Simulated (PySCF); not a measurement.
A structure optimised at PBE0-D3(BJ)/def2-SVP, used in a PySCF frequency run:

```xyz
8

F     -0.4297     2.7732     0.0000
C     -0.6017     1.4993     0.0000
C      0.2706     0.5038     0.0000
F      1.5889     0.6830     0.0000
C     -0.1516    -0.9355     0.0000
F      0.3197    -1.5677    -1.0731
F     -1.4769    -1.0325     0.0000
F      0.3197    -1.5677     1.0731
```
Charge 0, spin multiplicity 2.

**Question.** Write its SMILES, formula and point group.

**Answer.** F[C]=C(F)C(F)(F)F, C3F5, Cs

**Question.** What are its rotational constants (standard atomic weights)?

**Answer.** 3.4601, 1.4319, 1.2282 GHz
